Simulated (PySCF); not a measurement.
Molfile (atoms numbered from 1):
```
CH3Cl3Si
     RDKit          3D

  8  7  0  0  0  0  0  0  0  0999 V2000
    0.9782    0.1356    0.3632 C   0  0  0  0  0  0  0  0  0  0  0  0
   -0.7265   -0.1090   -0.2861 Si  0  0  0  0  0  4  0  0  0  0  0  0
   -1.9805   -0.7202    1.1999 Cl  0  0  0  0  0  0  0  0  0  0  0  0
   -0.7405   -1.5207   -1.7577 Cl  0  0  0  0  0  0  0  0  0  0  0  0
   -1.4543    1.6306   -1.0600 Cl  0  0  0  0  0  0  0  0  0  0  0  0
    1.6328    0.4911   -0.4347 H   0  0  0  0  0  0  0  0  0  0  0  0
    0.9674    0.8732    1.1681 H   0  0  0  0  0  0  0  0  0  0  0  0
    1.3685   -0.8072    0.7512 H   0  0  0  0  0  0  0  0  0  0  0  0
  1  2  1  0
  2  3  1  0
  2  4  1  0
  2  5  1  0
  1  6  1  0
  1  7  1  0
  1  8  1  0
M  END
```

Geometry: PBE0-D3(BJ)/def2-TZVP; GIAO shifts from PySCF, gas phase, non-relativistic, averaged over equivalent atoms.

At PBE0/pcSseg-2 (250 basis functions, 23 s wall time on 1 thread of an AMD EPYC 7R13, shared host):
| atoms | δ (ppm) |
| --- | --- |
| C1 | 11.5 |
| Si2 | 31.6 |
| Cl3/Cl4/Cl5 | 138.6 |
| H6/H7/H8 | 0.84 |

Shifts are taken against calculated references (same method and geometry level): 13C (186.03 ppm) and 29Si (342.20 ppm) and 1H (31.52 ppm) against TMS; 35Cl (945.66 ppm) vs HCl.

Question: Estimate the result of repeating the calculation with wB97X-D/pcSseg-2.

Answer: 
```csv
atoms,δ at wB97X-D/pcSseg-2,change
C1,11.1,-0.4
Si2,32.7,+1.1
Cl3/Cl4/Cl5,127.2,-11.4
H6/H7/H8,0.82,-0.02
```

Shifts are taken against calculated references (same method and geometry level): 13C (186.29 ppm), 29Si (341.45 ppm), 1H (31.63 ppm) vs TMS; HCl for 35Cl (940.66 ppm).

The largest change is at Cl3/Cl4/Cl5 (chlorine bonded to Si). Cost: 250 basis functions, 28 s wall time on 1 thread of an AMD EPYC 7R13, shared host.
